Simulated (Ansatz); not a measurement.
Start from `CB(N)Br` and change one atom or group to get `COB(C)Br`.

Ansatz, PBE0-D4/def2-TZVP geometries, multiplicity 1. Each molecule was computed in one conformer, which needn't be the lowest.

Scalar relativity is left out up to krypton.

```tsv
property	`CB(N)Br`
HOMO–LUMO gap (B3LYP/def2-TZVPP) / eV	7.92
LUMO energy (ωB97M-V/def2-TZVPP) / eV	1.93
HOMO energy (ωB97M-V/def2-TZVPP) / eV	-10.13
size of the dipole moment (PBE/def2-TZVPP) / D	2.75
LUMO energy (PBE0/def2-TZVPP) / eV	0.51
HOMO–LUMO gap (PBE/def2-TZVPP) / eV	6.10
```

(1) What does the change do to each property? (Best estimate.)

## Answers

(1) The calculation gave: 
```csv
property,`COB(C)Br`,shift
HOMO–LUMO gap (B3LYP/def2-TZVPP) / eV,7.69,-0.23
LUMO energy (ωB97M-V/def2-TZVPP) / eV,2.08,0.15
HOMO energy (ωB97M-V/def2-TZVPP) / eV,-10.33,-0.20
size of the dipole moment (PBE/def2-TZVPP) / D,1.48,-1.27
LUMO energy (PBE0/def2-TZVPP) / eV,0.08,-0.43
HOMO–LUMO gap (PBE/def2-TZVPP) / eV,5.88,-0.22
```

With PBE0 the HOMO falls by 0.21 eV and the LUMO falls by 0.43 eV, so the gap narrows by about 0.22 eV. PBE moves the HOMO by -0.20 eV and ωB97M-V by -0.20 eV. Dipoles are sizes alone; their direction can turn.

B3LYP here is the variant with VWN-RPA as its local correlation; programs differ in this.

Spin–orbit coupling is left out; it splits and shifts lone-pair levels of the heavy atoms by tenths of an eV.
